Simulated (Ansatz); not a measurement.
# Abstraction of H: C2H3FSi + Si(CH2)Cl3 → C2H2FSi + Si(CH3)Cl3

Species: C2H3FSi `C#C[SiH2]F`, singlet; Si(CH2)Cl3, doublet; C2H2FSi `C#C[SiH]F`, doublet; Si(CH3)Cl3 (methyltrichlorosilane), singlet. A radical takes H: the energy is the difference in strength between the Si–H bond broken and the C–H bond made.

Shapes, held fixed at every level: PBE0-D4/def2-TZVP. Programs: Ansatz 0.2.0. The zero-point and thermal change to 298 K, harmonic and unscaled (PBE0-D4/def2-TZVP), is +9.9 kJ/mol.

| level | kind | ΔH(298 K) (kJ/mol) | less CCSD(T)/CBS estimate | CPU time (sum over the molecules) |
| --- | --- | --- | --- | --- |
| SPW92/def2-TZVPP | LDA | -70.8 | -38.0 | 20 s |
| r2SCAN-D4/def2-TZVPP | meta-GGA | -40.4 | -7.6 | 85 s |
| BHLYP-D4/def2-TZVPP | global hybrid | -26.0 | +6.8 | 59 s |
| r2SCAN0-D4/def2-TZVPP | global hybrid | -36.1 | -3.3 | 89 s |
| B2PLYP/def2-TZVPP | double hybrid | -36.2 | -3.4 | 71 s |
| CCSD/def2-SVP | coupled cluster or CI | -31.6 | +1.2 | – |
| CCSD(T)/CBS estimate | coupled cluster or CI | -32.8 | 0.0 | 34 min |

The highest level, CCSD(T)/CBS estimate, gives ΔH(298 K) = -32.8 kJ/mol; the levels span -70.8 to -26.0. The column of differences is taken from that level and isn't an error. No measured value is set beside it here. Spin contamination: C2H2FSi (⟨S²⟩ up to 0.82). Open shells run unrestricted unless RO is named. The CBS estimate extrapolates MP2 from def2-TZVPP and def2-QZVPP and adds CCSD(T) − MP2 in the triple-zeta set, cores frozen. Times are processor times on shared x86 and Arm servers, and rough.
